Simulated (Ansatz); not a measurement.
Input for Ansatz (development build ahead of 0.2.0):

```yaml
crystal:
  periodic: [false, false, false]
  atoms:
    - { symbol: Mn, position_ang: [0.0, 0.0, 0.0] }
    - { symbol: O, position_ang: [0.0, 0.0, 1.6] }
basis:
  gaussian: { orbitals: def2-SVP }
total_charge: 1
magnetization:
  initial_magnetization: 4
hamiltonian:
  xc: pbe0
scf:
  omitted_lower_state_checks: [starts, atomic_configurations, cluster_reference, orbital_swaps, given_window_search, neighbouring_geometries, increment]
output:
  forces: true
```

The input is written out in the form of the current development build from the run's settings.

Results

| Property | Result |
| --- | --- |
| Converged | yes |
| Total energy | -1225.33712 hartree |
| Spin squared of the determinant | 6.000 |
| Stability test | minimum among restricted orbitals |

Forces (eV/Å):
| atom | Fx | Fy | Fz |
| --- | --- | --- | --- |
| Mn1 | 0.000 | 0.000 | 2.886 |
| O2 | 0.000 | 0.000 | -2.886 |

Caution: no unrestricted run beside it, a lower state can exist; other spin multiplicities were not run.
